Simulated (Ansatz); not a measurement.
`CC(C)[O][Ge][F]`, charge 0, multiplicity 1.

(1) Give a relaxed structure at PBE0-D4/def2-TZVP (the Gaussian-basis code of Ansatz). (An estimate is asked.)

## Answers

(1) The calculation gave: 
Z-matrix (Å, degrees):
```
C
C 1 1.515
H 1 1.093 2 110.7
H 1 1.092 2 110.8 3 120.4
H 1 1.093 2 110.0 3 -120.1
C 2 1.515 1 112.4 3 59.0
O 2 1.422 1 108.7 3 179.4
H 2 1.103 1 108.5 3 -61.1
H 6 1.093 2 110.0 1 61.1
H 6 1.092 2 110.8 1 -179.3
H 6 1.093 2 110.7 1 -58.9
Ge 7 1.773 2 121.6 1 119.2
F 12 1.751 7 95.5 2 179.9
```
Point group Cs.
This is one stationary point; other conformers may exist.
